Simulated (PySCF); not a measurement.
GaCl4, SMILES [Cl][Ga-]([Cl])([Cl])[Cl], charge -1. Atoms are numbered in the order given.

```xyz
5

Ga     0.0000     0.0000     0.0000
Cl     1.2888     1.2888    -1.2888
Cl    -1.2888     1.2888     1.2888
Cl    -1.2888    -1.2888    -1.2888
Cl     1.2888    -1.2888     1.2888
```
Charge -1, spin multiplicity 1.

Geometry optimised at B3LYP-D3(BJ)/def2-SVPD. The isomer is the one that the SMILES or the coordinates give; other isomers of the formula were not compared.

Method: B3LYP-D3(BJ)/def2-SVPD (PySCF).

Frequencies are harmonic and unscaled.

Modes within 1.5 cm⁻¹ of each other (mostly degenerate sets) share a row, with their intensities summed.

| mode | ν (cm⁻¹) | IR (km/mol) | moving atoms (share of kinetic energy) |
|---|---|---|---|
| 1–2 | 99 | 0.0 | Cl 100 % |
| 3–5 | 140 | 30.1 | Cl 74 %, Ga 26 % |
| 6 | 318 | 0.0 | Cl 100 % |
| 7–9 | 359 | 293.0 | Cl 59 %, Ga 41 % |
